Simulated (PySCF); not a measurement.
**Indirect couplings**

Geometry:
```csv
atom,x (Å),y (Å),z (Å)
C1,2.720,0.475,-1.401
C2,1.837,0.334,-0.597
C3,0.860,0.194,0.438
N4,1.088,0.415,1.661
C5,-0.507,-0.245,-0.023
C6,-1.057,0.783,-1.015
C7,-1.450,-0.440,1.156
H8,3.469,0.591,-2.127
H9,2.037,0.712,1.877
H10,-0.380,-1.199,-0.553
H11,-2.026,0.461,-1.389
H12,-1.179,1.748,-0.527
H13,-0.382,0.904,-1.860
H14,-2.427,-0.767,0.808
H15,-1.050,-1.183,1.840
H16,-1.560,0.493,1.701
```

Couplings: B3LYP/pcJ-1 (spin–dipole term only in couplings to heteroatoms) in PySCF 2.14, geometry GFN2-xTB; gas phase, one conformer, non-relativistic. Couplings are averaged over pairs made equivalent by symmetry, fast rotation or ring inversion, so a value needn't be that of the named pair in this geometry, while other rotamers aren't included; one pair stands for each set, and the list holds a selection of those of at least 1.5 Hz over up to four bonds.

Isotopes: 13C, 1H, 15N.

| pair | bonds | J (Hz) |
| --- | --- | --- |
| C1, C2 | 1 | 190.7 |
| C1, H8 | 1 | 265.9 |
| C2, C3 | 1 | 84.0 |
| C3, N4 | 1 | ? |
| C3, C5 | 1 | 50.6 |
| N4, H9 | 1 | -54.3 |
| C5, C6 | 1 | ? |
| C5, H10 | 1 | ? |
| C6, H11 | 1 | 133.9 |
| C1, C3 | 2 | ? |
| C2, N4 | 2 | 3.5 |
| C2, C5 | 2 | 10.9 |
| C2, H8 | 2 | ? |
| C3, H9 | 2 | -7.8 |
| N4, C5 | 2 | -9.3 |
| C5, H11 | 2 | -3.5 |
| H11, H12 | 2 | -13.3 |
| C1, N4 | 3 | ? |
| C1, C5 | 3 | ? |
| C3, H8 | 3 | 3.8 |
| C3, H11 | 3 | 5.1 |
| N4, C6 | 3 | -2.7 |
| N4, H10 | 3 | -2.1 |
| C5, H9 | 3 | ? |
| C6, H14 | 3 | 5.3 |
| H9, H10 | 4 | -1.8 |

Problem. Estimate the withheld couplings, with signs.

Solution. 
- 1J(C3,N4) = -6.7 Hz (bond length 1.263 Å)
- 1J(C5,C6) = 34.8 Hz (mean over equivalent pairs that range from 33.2 to 36.4 Hz in this conformer)
- 1J(C5,H10) = 134.0 Hz (bond length 1.098 Å)
- 2J(C1,C3) = 10.4 Hz (angle at C2 176°)
- 2J(C2,H8) = 49.6 Hz (angle at C1 178°)
- 3J(C1,N4) = -2.0 Hz
- 3J(C1,C5) = 1.8 Hz
- 3J(C5,H9) = 14.8 Hz (dihedral angle 180°)
